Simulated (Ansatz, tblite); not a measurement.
Removing and adding an electron: `FC(F)(F)c1cnc(-c2cnc(-c3cnc(C(F)(F)F)s3)s2)s1`. The state is a singlet with charge 0. Geometry: r2SCAN-D4/def2-SVP. Ansatz, gas phase; energy differences of separate SCF runs; the oxidised species was run as a doublet alone; the reduced species was run as a doublet alone.

Cartesian coordinates in Å:
```
F 0.2680 6.5846 2.6296
C 0.6944 5.4562 3.2149
F 1.9991 5.6057 3.5000
F 0.0526 5.3308 4.3888
C 0.4510 4.2870 2.3200
C -0.1175 4.2920 1.0653
N -0.2222 3.0814 0.4614
C 0.2557 2.1247 1.2249
C 0.2834 0.7331 0.8572
C 0.7548 -0.3727 1.5551
N 0.6403 -1.5646 0.9333
C 0.0826 -1.4298 -0.2536
C -0.1584 -2.5495 -1.1333
C 0.1473 -3.8807 -0.8768
N -0.1751 -4.7577 -1.8600
C -0.7204 -4.1446 -2.8702
C -1.1931 -4.8310 -4.1259
F -0.9788 -6.1387 -4.0649
F -2.5068 -4.6201 -4.3189
F -0.5572 -4.3418 -5.2048
S -0.8883 -2.4154 -2.7018
S -0.3388 0.2180 -0.6795
S 0.8820 2.6765 2.7747
H -0.4706 5.1944 0.5617
H 1.2003 -0.3201 2.5529
H 0.6156 -4.2175 0.0497
```

The xTB rows come from tblite. Single mean-field runs in def2-TZVP are fitted with def2-universal-jkfit.

Q: Estimate orbital energies and vertical ionisation energies and electron affinities at: GFN1-xTB; GFN2-xTB; PBE-D4/def2-TZVP; PBE0-D4/def2-TZVP.

A: 
| level | −HOMO (eV) | vertical IE (eV) | −LUMO (eV) | vertical EA (eV) | HOMO–LUMO gap (eV) | IE − EA (eV) | remarks |
| --- | --- | --- | --- | --- | --- | --- | --- |
| GFN1-xTB | 11.79 | 13.92 | 9.70 | 7.58 | 2.10 | 6.33 | – |
| GFN2-xTB | 11.52 | 13.58 | 9.42 | 7.43 | 2.10 | 6.15 | – |
| PBE-D4/def2-TZVP | 5.99 | 7.96 | 3.73 | 1.88 | 2.26 | 6.08 | HOMO above zero (-1 doublet) |
| PBE0-D4/def2-TZVP | 6.87 | 8.20 | 3.12 | 1.87 | 3.75 | 6.33 | – |

   A HOMO above zero means that the electron is unbound at that level or that self-interaction error raises the level; the energy of removing that electron tells which. Raw xTB energy differences between charge states are shifted by several eV; the methods need an empirical correction for them. Sets without diffuse functions give affinities that are too small.
